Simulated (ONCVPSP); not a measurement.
# Sn (Z = 50): one change to an ONCV potential, before and after

- Element: tin (Sn)
- Generator: ONCVPSP 4.0.1
- Type: optimised norm-conserving Vanderbilt (ONCV)
- Functional: LDA (Perdew-Wang 92)
- Relativity: scalar-relativistic
- Frozen core: [Kr]
- Valence charge: 14
- Reference configuration: 4d10 5s2 5p2
- Partial waves: 5s: rc 1.90 bohr, ncon 4, nbas 8, qcut 2.8 1/bohr, 2 projectors, debl 2.6 Ha; 5p: rc 2.05 bohr, ncon 5, nbas 8, qcut 3.5 1/bohr, 1 projector; 4d: rc 1.00 bohr, ncon 3, nbas 7, qcut 10 1/bohr, 1 projector
- Local potential: polynomial inside 0.95 bohr (lpopt 5, dvloc0 6 Ha)
- Core correction: polynomial model core, fcfact 0.6

Change: functional PBEsol.

Cutoffs: the cutoffs (Ha) at which the residual kinetic energy of the hardest occupied pseudo-wave falls to 1 and 0.1 mHa per electron; they do not see the model core or the augmentation charge, which bear on the density cutoff. Errors are all-electron minus pseudo energies relative to the spin-unpolarised reference configuration.

Q: Predict the effect on cutoff, ghosts and configuration errors.

A: The potential gets neither clearly harder nor softer (44 Ha and 55 Ha → 44 Ha and 54 Ha); both files keep a bound ghost (p, s); of the 4 tests that both files solve, the error grows in 2 and shrinks in 0 by more than 15 % and 0.3 meV (median size 7.4 → 8.4 meV).

```csv
quantity,base,changed
"cutoff, loose",44 Ha,44 Ha
"cutoff, tight",55 Ha,54 Ha
loose cutoff by channel,"s 19 Ha, p 18 Ha, d 44 Ha","s 19 Ha, p 18 Ha, d 44 Ha"
bound ghosts,"s, p","s, p"
GHOST(+) flags under 300 eV,s at 158.2 eV,s at 158.6 eV
"error for 4d10 5s2 5p1, meV [ΔE 7.09 → 6.90 eV]",-1.8,-1.8
"error for 4d10 5s2 5p0, meV [ΔE 21.35 → 20.87 eV]",-9.2,-10.0
"error for 4d10 5s1 5p0, meV [ΔE 52.80 → 51.89 eV]",-29,-34
"error for 4d10 5s0 5p4, meV [ΔE 14.40 → 14.25 eV]",-5.5,-6.9
s: phases at 1.92 bohr within 0.05 rad from the reference energy up to (Ha; the scan ends near 5),4.3,4.3
p: phases at 2.08 bohr within 0.05 rad from the reference energy up to (Ha; the scan ends near 5),2.2,2.2
d: phases at 1.01 bohr within 0.05 rad from the reference energy up to (Ha; the scan ends near 5),to the end of the scan,to the end of the scan
"rms error of d²Exc/dni dnj with the model core, mHa",0.44,0.29
```

 A true bound ghost makes a file unfit for plane-wave use even where its test errors are small: the radial tests pick states by their node count and pass the ghost by.
